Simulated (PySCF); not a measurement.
All values below come from CAM-B3LYP-D3(BJ)/def2-TZVP (PySCF). Gas-phase values, no solvent. Delta-SCF ions had no search for a lower state. 

Reference species (SMILES): `[F][In]([F])[F]` (neutral, multiplicity 1).

The LUMO comes out as -2.50 eV. The HOMO–LUMO gap is 10.23 eV. The dipole moment is 0.00 D and the vertical ionisation energy (Delta-SCF) comes out as 14.03 eV.

Changed species: `[InH3]` (3 of 3 F replaced by H; the reference has 0 of 3 F replaced by H).

Question: What does the change do to the LUMO, HOMO–LUMO gap, dipole moment and vertical ionisation energy (Delta-SCF)?

Answer: the LUMO goes up by 1.38 eV, to -1.12 eV; the HOMO–LUMO gap decreases by 1.79 eV, to 8.44 eV; the dipole moment is nearly the same; the vertical ionisation energy (Delta-SCF) falls by 3.31 eV, to 10.72 eV.
